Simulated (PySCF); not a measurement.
## Partial charges of `Oc1cccc(F)c1`

Compound: C6H5FO.
Atom-mapped SMILES: `[OH:1][c:2]1[cH:3][cH:4][cH:5][c:6]([F:7])[cH:8]1` (hydrogens: H9 on O1; H10 on C3; H11 on C4; H12 on C5; H13 on C8)

Density: PBE0/pcSseg-1 (PySCF); schemes: Mulliken, IAO, Hirshfeld and ESP-fitted. One conformer (not necessarily the lowest) at the GFN2-xTB geometry, without solvent, vibrations or thermal averaging.

Give the atomic charges in each scheme.

In e:

```
atom                     environment  Mulliken     IAO  Hirshfeld  ESP-fitted
  O1              phenol-type oxygen    -0.377  -0.468     -0.180      -0.581
  C2  aromatic carbon bearing oxygen    +0.186  +0.228     +0.081      +0.524
  C3              aromatic CH carbon    -0.098  -0.205     -0.076      -0.403
  C4              aromatic CH carbon    -0.058  -0.130     -0.039      -0.038
  C5              aromatic CH carbon    -0.154  -0.221     -0.083      -0.404
  C6             aromatic C–F carbon    +0.316  +0.307     +0.089      +0.482
  F7                   aryl fluorine    -0.287  -0.271     -0.087      -0.211
  C8              aromatic CH carbon    -0.187  -0.263     -0.100      -0.587
  H9   phenol-type hydroxyl hydrogen    +0.240  +0.366     +0.184      +0.430
 H10               aromatic hydrogen    +0.102  +0.166     +0.051      +0.212
 H11               aromatic hydrogen    +0.099  +0.162     +0.057      +0.153
 H12               aromatic hydrogen    +0.106  +0.168     +0.054      +0.199
 H13               aromatic hydrogen    +0.111  +0.161     +0.051      +0.225
```

Mean size of the charges over all atoms: ESP-fitted 0.342 e, IAO 0.240 e, Mulliken 0.178 e, Hirshfeld 0.087 e. Each set sums to the total charge, 0, to within 0.001 e. The IAO scheme counts the electrons in orthogonalised intrinsic atomic orbitals, a minimal basis polarised so that it spans the occupied orbitals exactly.

Lowest charge. The schemes don't all agree: Mulliken O1 (-0.377); IAO O1 (-0.468); Hirshfeld O1 (-0.180); ESP-fitted C8 (-0.587).

Highest charge. The schemes don't all agree: Mulliken C6 (+0.316); IAO H9 (+0.366); Hirshfeld H9 (+0.184); ESP-fitted C2 (+0.524).

Sum the charges by element, for elements with more than one atom.

```
element  atoms  Mulliken     IAO  Hirshfeld  ESP-fitted
      C      6    +0.005  -0.284     -0.129      -0.426
      H      5    +0.658  +1.023     +0.397      +1.218
```

How many electrons does the Hirshfeld scheme count on C8?

Z − q = 6 − (-0.100) = 6.100.

How closely do the schemes follow one another over all atoms?

Correlation coefficient and root-mean-square difference: IAO with Hirshfeld 0.99, 0.161 e; Mulliken with IAO 0.98, 0.072 e; IAO with ESP-fitted 0.95, 0.160 e; Mulliken with Hirshfeld 0.95, 0.114 e; Hirshfeld with ESP-fitted 0.93, 0.294 e; Mulliken with ESP-fitted 0.92, 0.211 e.

The run behind these numbers computed NMR shieldings as well. Rough CPU time on one thread of a shared machine: about 17 s (grids of density and orbitals included).

The values belong to the conformer `[OH:1][c:2]1[cH:3][cH:4][cH:5][c:6]([F:7])[cH:8]1`: H–O1–C2–C3 180°.
